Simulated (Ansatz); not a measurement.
Calculated with Ansatz (gas phase, PBE0-D4/def2-TZVP geometries, no zero-point term in ΔE). CBS: MP2 limit from def2 TZ/QZ plus the TZ coupled-cluster correction, frozen cores. This one scheme is used for every species. DFT in def2-TZVPP. B3LYP here is the variant with VWN-RPA as its local correlation; programs differ in this. For Zn outer-core shells are correlated without core-valence functions, which leaves a few kJ/mol of doubt a bond. Scalar relativity is left out up to krypton. One conformer a species, not always the lowest.

`B[CH2][Zn][CH3]` + `C=O` → `[CH3][Zn][CH2]C=O` + BH₃  (formal exchange of groups at a C–B bond)

Q: Is it downhill or uphill in electronic energy at CCSD(T)/CBS, and by how much? (An estimate is asked.)

A: Ansatz gave: Uphill: ΔE = +48.7 kJ/mol.

Q: What do these levels give: PBE-D4, r2SCAN-D4, PBE0-D4, B3LYP-D4, B2PLYP, PBE, r2SCAN, PBE0, CCSD/def2-TZVPP, HF/def2-QZVPP, MP2/def2-QZVPP, CCSD/CBS(def2)? (Estimate.)

A: Ansatz gave: PBE-D4 48.3, r2SCAN-D4 44.8, PBE0-D4 46.7, B3LYP-D4 42.3, B2PLYP 44.3, PBE 48.7, r2SCAN 45.0, PBE0 47.1, CCSD/def2-TZVPP 47.7, HF/def2-QZVPP 30.6, MP2/def2-QZVPP 47.6, CCSD/CBS(def2) 46.8 kJ/mol.

Largest T1 diagnostic among the species: 0.015.

In def2-TZVPP, CCSD(T) changes the Hartree–Fock value by +19.0 kJ/mol (the triples alone add +1.9 kJ/mol) and MP2 by +17.5 kJ/mol.
